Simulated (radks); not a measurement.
The nickel ion Ni3+, 25 electrons, occupied as [Ar] 3d7.

Calculated with a radial shooting solver on a logarithmic mesh with Libxc functionals: scalar-relativistic Kohn-Sham, r2SCAN, spin-polarised, spherical densities, finite nucleus; open shells are filled with parallel spins first; meta-GGA in the generalised Kohn-Sham scheme; Fermi nuclear charge, rms radius 3.7757 fm.

Energy parts (eV):
part                      energy
total                 -41321.311
kinetic                41898.962
electron-nucleus      -98195.671
Hartree                16677.223
exchange-correlation   -1701.824

Orbitals (lengths in bohr, moments of r in powers of bohr; r(90%) holds 90 % of the orbital's charge):
| orbital | occ. | eigenvalue (eV) | <r^4> | r(90%) | <r^2> |
|---|---|---|---|---|---|
| 1s down | 1 | -8278.730 | 0.00003995 | 0.0966 | 0.003938 |
| 1s up | 1 | -8278.715 | 0.00003995 | 0.0966 | 0.003938 |
| 2s up | 1 | -1033.107 | 0.008717 | 0.379 | 0.07068 |
| 2s down | 1 | -1030.736 | 0.008653 | 0.378 | 0.07045 |
| 2p up | 3 | -892.5888 | 0.006587 | 0.352 | 0.05697 |
| 2p down | 3 | -890.7959 | 0.006525 | 0.351 | 0.05673 |
| 3s up | 1 | -156.3543 | 0.6179 | 1.10 | 0.6203 |
| 3s down | 1 | -151.6266 | 0.6308 | 1.10 | 0.6260 |
| 3p up | 3 | -114.9596 | 0.8213 | 1.18 | 0.6912 |
| 3p down | 3 | -110.2648 | 0.8498 | 1.19 | 0.7011 |
| 3d up | 5 | -49.0740 | 2.166 | 1.48 | 0.9792 |
| 3d down | 2 | -44.5337 | 2.571 | 1.54 | 1.050 |

The highest occupied level is 3d down at -44.534 eV. The electron density at the nucleus is 1.976e+04 e/bohr^3 (large components only). Spin moment in Bohr magnetons: 3.
